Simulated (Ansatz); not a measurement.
**Worked example: NaF + CH2I2 → NaI + CH2FI**

Species: NaF, singlet; CH2I2 (diiodomethane) `ICI`, singlet; NaI (Sodium Iodide), singlet; CH2FI `FCI`, singlet. The partners trade F for I: Na–F and C–I bonds give way to Na–I and C–F.

Shapes, held fixed at every level: PBE0-D4/def2-TZVP. Programs: Ansatz 0.2.0. The zero-point and thermal change to 298 K, harmonic and unscaled (PBE0-D4/def2-TZVP), is +5.0 kJ/mol.

At CCSD(T)/def2-TZVPP; 1 Eh = 2625.50 kJ/mol:

| species | energy (Eh) |
| --- | --- |
| NaF | -261.818250 |
| CH2I2 | -633.508921 |
| NaI | -459.252961 |
| CH2FI | -436.101620 |

**Question.** Work out ΔH(298 K) of the reaction at this level.

**Answer.** 
1. Products less reactants: (-459.252961) + (-436.101620) − [(-261.818250) + (-633.508921)] = -0.027410 Eh = -72.0 kJ/mol.
2. With the thermal change: -72.0 + (+5.0) = -67.0 kJ/mol.

Other levels give -123.2 (HF/def2-TZVPP) to -53.3 kJ/mol (MP2/def2-TZVPP). No measured value is set beside it here. For atoms past krypton def2 sets carry core potentials with scalar relativity. Outer-core shells of I, Na are correlated in most correlated rows, in sets that cover them unevenly. The median of the other levels is -78.5 kJ/mol.
